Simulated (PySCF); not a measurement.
# Does the structure fit the spectrum?

A compound C₆H₁₁NO₂Si gives the data below (simulated from a calculation) and was assigned the structure `CO[Si@H](O)n1cccc1C`.

¹³C{¹H} NMR (computed): δ 135.6 (CH), 131.2 (C), 120.3 (C), 65.6 (CH3), 64.5 (CH2), 14.5 (CH3).

¹H NMR (600 MHz, computed): δ 6.02 (q, 1H), 5.10 (t, 2H), 3.51 (s, 3H), 3.49 (t, 2H), 1.94 (d, 3H).

[PySCF 2.14.0 with density-fitted response routines: geometry from GFN2-xTB; σ from GIAO-PBE0/pcSseg-1; a single conformation; relativity neglected; no solvent model; averaged over atoms made equivalent by symmetry, fast rotation or ring inversion]

Chemical shifts δ = σref − σ; ¹H (31.72 ppm) and ¹³C (186.93 ppm) against TMS, all at this level.

Q: Compare with the shifts computed for the proposed structure, pairing carbons in order of shift.

A: Numbering as in the mapped SMILES `[CH3:1][O:2][Si@H:3]([OH:4])[n:5]1[cH:6][cH:7][cH:8][c:9]1[CH3:10]` (H(Xn): hydrogen on atom n).

```
atom  computed for proposal  given list  difference
  C9                  135.8       135.6        +0.2
  C6                  122.3       131.2        -8.9
  C8                  116.3       120.3        -4.0
  C7                  116.2        65.6       +50.6
  C1                   51.7        64.5       -12.8
 C10                   15.7        14.5        +1.2
```

The rms difference is 21.7 ppm and the largest +50.6 ppm at C7 (aromatic CH). The carbon types in order of shift don't match either: C, CH, CH, CH, CH3, CH3 for the proposal against CH, C, C, CH3, CH2, CH3 in the data. The proposal doesn't fit.

Q: Which isomer fits?

A: SMILES C/C=C(/C#N)O[SiH2]COC.

- Carbon types of the structure: 2 × C, 1 × CH, 1 × CH2, 2 × CH3, leaving 2 H on heteroatoms.
- δC 131.2: alkene carbon bearing oxygen; the olefinic region.
- δC 120.3: nitrile carbon; this is the usual window of a C≡N carbon, which has no attached hydrogen.
- δC 65.6: methyl carbon bonded to O; deshielded by the electronegative neighbour.
- δC 64.5: sp3 CH2 bonded to O and Si; pulled downfield by the heteroatom.

The data come from this structure; uniqueness wasn't tested.

Shifts are as computed. Against solution values, carbons near 30 ppm lie about +3 ppm off and those near 130 ppm about +5 ppm. Of 1309 compounds with measured shifts, 239 miss one by over three times the rms of a fit or turn the order of signals round; such compounds aren't used in these exercises. Multiplicities follow the n + 1 count of equivalent neighbours, as no J values were calculated; m marks all less simple cases, F and P coupling included.
